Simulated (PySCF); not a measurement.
A structure optimised at B3LYP-D3(BJ)/def2-SVP, used in a PySCF frequency run:

```xyz
11

In     0.0185     0.1873     0.1264
F      1.2420     1.7327    -0.1389
C     -1.2279     0.4560     1.8724
H     -1.9300    -0.3795     1.9968
H     -1.7849     1.3976     1.7617
H     -0.5776     0.5290     2.7563
C      0.3270    -1.2715    -1.4187
C     -0.3591    -2.4203    -1.4908
H      1.0856    -1.0567    -2.1814
H     -0.1850    -3.1530    -2.2900
H     -1.1304    -2.6974    -0.7622
```
Charge 0, spin multiplicity 1.

Task: Write its SMILES and formula.

Result: C=[CH][In]([CH3])[F], C3H6FIn

Task: What are its rotational constants (standard atomic weights)?

Result: 4.4150, 2.0942, 1.4335 GHz
